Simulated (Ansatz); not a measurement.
Reactions of CH2FNOSi (`O=C=N[SiH2]F`).

Program: Ansatz. Geometries: PBE0-D4/def2-TZVP. ΔE: electronic, gas phase. CCSD(T)/CBS adds triple-zeta CCSD(T) − MP2 to the extrapolated MP2 energy (def2 sets, frozen cores). This one scheme is used for every species. Elements past krypton have def2 core potentials. For Ga, In, Se outer-core shells are correlated without core-valence functions, which leaves a few kJ/mol of doubt a bond. Scalar relativity is left out up to krypton. One conformer a species, not always the lowest.

(1) Order these by ΔE at CCSD(T)/CBS, lowest first. (Best estimate.)
A. `O=C=N[SiH2]F` + `O=C=[N][InH][Cl]` → `O=C=N[SiH2]N=C=O` + `[F][InH][Cl]`
B. `O=C=N[SiH2]F` + `OC[SeH]` → `F[SiH2]OC[SeH]` + `N=C=O`
C. `O=C=N[SiH2]F` + `N[SiH3]` → `F[SiH2]N[SiH3]` + `N=C=O`
D. `O=C=N[SiH2]F` + `BN[SiH3]` → `BN([SiH3])[SiH2]F` + `N=C=O`
E. `O=C=N[SiH2]F` + `[F][Ga]([F])[SeH]` → `F[SiH2][SeH]` + `O=C=[N][Ga]([F])[F]`

Largest T1 diagnostic: 0.018, for `N=C=O`.

Answers

(1) B (-9.3 kJ/mol), C (+19.4 kJ/mol), D (+41.2 kJ/mol), A (+56.5 kJ/mol), E (+72.3 kJ/mol).
